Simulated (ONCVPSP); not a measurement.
**Transferability test, ONCV potential for technetium (Tc)**

Tc, optimised norm-conserving Vanderbilt (ONCV), made with ONCVPSP 4.0.1 (LDA (Perdew-Wang 92), scalar-relativistic). Core [Ar] 3d10, reference 4s2 4p6 4d5 (charge +2). Waves: 4s: rc 1.55 bohr, ncon 4, nbas 8, qcut 8.6 1/bohr, 2 projectors, debl 1.3 Ha; 4p: rc 1.30 bohr, ncon 4, nbas 7, qcut 5.6 1/bohr, 2 projectors, debl 2.4 Ha; 4d: rc 1.55 bohr, ncon 3, nbas 7, qcut 5.9 1/bohr, 2 projectors, debl 3.1 Ha. Local part: polynomial inside 1.15 bohr (lpopt 5, dvloc0 2 Ha). Core correction: Teter function, fcfact 3.25, rcfact 1.7.

In the s channel the program set the typed energies aside and used -3.297, 0.250 Ha.

Energies are relative to the spin-unpolarised reference configuration 4s2 4p6 4d5; without spin polarisation the order of configurations can differ from experiment.

```csv
valence configuration,charge,ΔE all-electron (eV),error AE − PS (meV)
4s2 4p6 4d5 5s2,0,-23.619,+1.7
4s2 4p6 4d5 5s1,+1,-15.195,+1.6
4s2 4p6 4d4,+3,28.929,-2.6
4s2 4p6 4d5.5 5s1.5,0,-24.219,+3.1
```

Levels in the configuration 4s2 4p6 4d5 5s2:

```csv
level,all-electron (eV),pseudo (eV)
4s,-73.391,-73.367
4p,-45.401,-45.388
4d,-6.812,-6.816
5s,-5.259,-5.258
```
